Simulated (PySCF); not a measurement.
## Correlation energy of Ti (titanium, neutral)

[Ar] 3d2 4s2, high-spin 3F determinant. Computed with PySCF 2.14 in x2c-TZVPPall with one added diffuse shell each of s, p, d, f type (7s6p5d3f1g, 80 functions), with the spin-free X2C one-electron Hamiltonian (Gaussian nucleus). Frozen: [Ar]; 4 electrons correlated.

| level | correlation energy (mhartree) |
| --- | --- |
| CCSD | -52.63 |
| (T) | -1.82 |
| CCSD(T) | -54.45 |

Diagnostics: T1 = 0.025, D1 = 0.0590, largest double amplitude 0.077.

Cost of the coupled-cluster step: of the order of 10 core-seconds, for 4 correlated electrons.
